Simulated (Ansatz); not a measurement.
**Reading a saddle point**

A first-order saddle point of GaH$_{5}$O$_{3}$, closed shell, PBE0-D4/def2-TZVP, with one imaginary mode of 1273i cm⁻¹:

| atom | x (Å) | y (Å) | z (Å) |
| --- | --- | --- | --- |
| Ga1 | 0.0167 | -0.0497 | 0.3317 |
| H2 | -1.1053 | 1.2285 | -0.3487 |
| O3 | -0.8892 | -1.5306 | 0.7204 |
| O4 | 1.2577 | 0.6037 | 1.4254 |
| H5 | -0.6328 | 0.8421 | -1.1502 |
| O6 | 0.3196 | 0.0798 | -1.5723 |
| H7 | -0.7396 | -1.8481 | 1.6132 |
| H8 | 1.7322 | 1.3578 | 1.0706 |
| H9 | 0.0407 | -0.6837 | -2.0898 |

Ansatz 0.2.0; basis: def2-TZVPP and def2-QZVPP; cores frozen in the correlated methods. Filled d shells of the heavier atoms are correlated. The def2 sets are not built for correlating such inner shells, so the correlated values are less sure here. Extrapolation: Hartree–Fock as exp(−7.88 √X), correlation as X^−2.97.

Task: Which contacts change along the imaginary mode, and what lies on either side? (A judgement: the text doesn't fix the answer.)

Result: By the calculation: The step is GaH₃O₂ ([OH][GaH][OH]) + H₂O → GaH₃O₃ ([OH][Ga]([OH])[OH]) + H₂, with the molecules in contact on both sides. Shortening one way: Ga1–O6, H2–H5; lengthening the same way: Ga1–H2, H5–O6.
```csv
pair,one side (Å),saddle (Å),other side (Å)
Ga1–O6,2.16,1.93,1.78
H2–H5,2.97,1.01,0.75
Ga1–H2,1.56,1.83,2.78
H5–O6,0.96,1.29,2.90
```

Task: Which side is lower, and how far does the saddle lie above each? (An estimate is asked for; the value comes from the calculation.)

Result: By the calculation: The side with Ga1–H2, H5–O6 short is lower by 0.266 eV; the saddle lies 1.412 eV above it and 1.146 eV above the other (CCSD(T) at an estimated basis limit (MP2 extrapolated from triple and quadruple zeta, plus CCSD(T) − MP2 in triple zeta); electronic energies).

T1 diagnostic: at most 0.015.

The step is the kind of ligand exchange by which a precursor binds to a hydroxyl group, or is hydrolysed, in atomic layer deposition of oxides.

Labels in which every atom is bracketed show which atoms are joined, not bond orders.

For scale, one of the runs: CCSD(T)/def2-TZVPP, 211 basis functions, launched by `ansatz run in.yaml --threads 4 --pin off --events-out ev --progress --plain --max-ram 9574MiB`. The run took 2.4 min on 4 CPU threads of an Intel Xeon (shared host), with 3.2 GiB of host memory at its peak.
